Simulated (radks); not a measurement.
Problem. All-electron atom: Cr2+ in [Ne] 3s1 3p6 3d4 4f1 (not the ground configuration). All-electron calculation, Dirac Kohn-Sham, LDA (Slater exchange, Perdew-Wang correlation), spin-unpolarised, spherical densities, finite nucleus; open shells fill j = l - 1/2 first; Fermi nuclear charge, rms radius 3.6452 fm. Program: a radial shooting solver on a logarithmic mesh with Libxc functionals. Some entries of the table are withheld. Estimate them.

orbital  occ.  eigenvalue (hartree)  <r^2> (bohr^2)  <r> (bohr)
1s1/2       2             -217.0103        0.005450     0.06366
2s1/2       2             -25.83651          0.1019      0.2936
2p1/2       2             -22.18978         0.08211      0.2581
2p3/2       4             -21.87223         0.08380      0.2609
3s1/2       1              -3.98616          0.9061      0.8869
3p1/2       2                   (1)           1.014      0.9294
3p3/2       4                   (2)           1.031      0.9375
3d3/2       4              -1.29998             (3)       1.092
3d5/2       0              -1.29578             (4)       1.095
4f5/2       1              -0.22937           37.20       5.768
4f7/2       0              -0.22936           37.20       5.768

Solution. 
(1) 3p1/2 eigenvalue (hartree): -2.95958
(2) 3p3/2 eigenvalue (hartree): -2.91948
(3) 3d3/2 <r^2> (bohr^2): 1.489
(4) 3d5/2 <r^2> (bohr^2): 1.497
